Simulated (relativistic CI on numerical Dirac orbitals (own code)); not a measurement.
**Sensitivity of the levels of Pm7+ to α and to the nuclear radius**

Method of calculation: Dirac-Coulomb-Breit CI, separate exchange-only KLI orbitals for each configuration, derivatives by finite differences, unscaled Slater integrals, QED left out (own radial code, finite nucleus).

Configuration list (outside the closed core [Kr] 4d10): 4f³5s²5p³, 4f²5s5p⁵, 4f5s²5p⁴5d, 4f5s²5p⁴6s. The list is cut by size and lacks configurations that can hold low levels.

With x = (α/α₀)² − 1 an excitation energy changes as ω = ω₀ + qx; K = 2q/ω₀ is the relative enhancement. Terms are leading LS components, so labels can repeat. The field-shift factor is F = δν/δ⟨r²⟩ for the transition from the lowest level.

Lowest level 4f³5s²5p³ ⁷I4.

```tsv
Level	ω₀ (cm⁻¹)	q (cm⁻¹)	F (GHz/fm²)
4f³5s²5p³ ⁷I3	71.0	1482	-0.133
4f³5s²5p³ ⁷I5	488.6	17.74	0.0813
4f³5s²5p³ ⁷I6	1526.5	1070	0.135
4f³5s²5p³ ⁷I7	3072.2	2881	0.171
4f³5s²5p³ ⁷I8	5032.7	5141	0.195
4f³5s²5p³ ⁷I9	7305.0	7637	0.209
4f³5s²5p³ ⁵I4	12744.1	-5093	0.439
4f³5s²5p³ ⁵I5	13983.3	-5371	0.446
4f³5s²5p³ ⁷F0	15900.5	-1734	0.405
4f³5s²5p³ ⁷F1	16256.7	-1592	0.414
4f³5s²5p³ ⁵I6	17118.8	-3124	0.471
4f³5s²5p³ ⁷F2	17141.0	-394.3	0.397
4f³5s²5p³ ⁷F3	18298.1	1061	0.376
4f³5s²5p³ ⁷F6	18577.3	-3375	0.559
4f³5s²5p³ ⁷F4	19445.7	2401	0.362
4f³5s²5p³ ⁷S3	19469.7	1847	0.415
4f³5s²5p³ ⁷F5	19573.1	551	0.478
4f³5s²5p³ ⁵I7	20741.9	-1424	0.621
4f³5s²5p³ ⁷F6	21116.8	-5534	0.652
4f³5s²5p³ ³I5	21218.5	-3716	0.635
4f³5s²5p³ ³I7	22519.9	-4270	0.644
4f³5s²5p³ ⁵H3	22976.4	-4210	0.576
4f³5s²5p³ ⁵H4	23746.8	-798.8	0.46
```

At this charge configurations can still be misplaced by up to about 7 % of their energy. Terms inside the open d or f shell come out 10 to 20 % too wide with unscaled integrals. Levels and lines within the n = 5 or 6 shells can be off by up to 10 % or somewhat more, and those that change n by about 2 %, since core polarisation is missing.

Which transition from the lowest level has the largest |K|?

4f³5s²5p³ ⁷I3 at 71.0 cm⁻¹, K = 41.8.
